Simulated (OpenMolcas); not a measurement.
A calculation on Ar3+.

```yaml
Program: OpenMolcas
Method: "SS-CASPT2, IPEA 0.25 Eh, imaginary shift 0.1 Eh (closed shells correlated: 2s 2p)"
Basis: ANO-RCC-VTZP [5s4p2d1f]
Scalar_Hamiltonian: DKH2, point nucleus
Active_space: 5 electrons in 8 orbitals (3s 3p 4s 4p)
State_averaging: 2S+1 = 4 odd, 1 root; 2S+1 = 2 odd, 8 roots; 2S+1 = 4 even, 3 roots; 2S+1 = 2 even, 9 roots
Spin-orbit_coupling: RASSI with atomic mean-field integrals over the reference wave functions, term energies averaged over their components
```

Problem. Which level of the active space comes out lowest?

Solution. 3s2 3p3 4S* 3/2, with 100 % of that term; it is also the measured ground level.

Problem. How high does 3s 3p4 4P 5/2 lie?

Solution. 121820 cm-1 above the lowest level; measured 117563 cm-1 above the ground level, so the calculation is off by +4 %.

Problem. How high does 3s 3p4 2P 3/2 lie?

Solution. 204260 cm-1 above the lowest level; measured 222956 cm-1 above the ground level, so the calculation is off by -8 %.

Problem. How high does 3s 3p4 2S 1/2 lie?

Solution. 190330 cm-1 above the lowest level; measured 177832 cm-1 above the ground level, so the calculation is off by +7 %.

Measured values: Saloman, J. Phys. Chem. Ref. Data 39, 033101 (2010).

Term energies are means over components that CASPT2 splits; among the terms shown or strongly mixed into the levels shown the widest spread is 25 cm-1 (3s 3p4 4P). Over all roots computed the reference weight is 0.87 to 0.97; the roots of lowest weight are the least certain, and an intruder state may touch them. Active for correlation alone: 4p 4s; no level in the range computed is led by a configuration that fills them, so any true level of that kind is missing. Terms of s pⁿ other than that of highest spin mix with s² pⁿ⁻² d, which this space lacks; all of them can be thousands of cm-1 off, and some have no real level of that name. Measured partners are found by configuration, term and J. A level has none where our copy of the source lacks it or the pairing is in doubt (some pairs that miss far off the trend of their configuration count as doubtful), and it then counts in no deviation. Only configurations of the active space appear.

* marks odd parity.
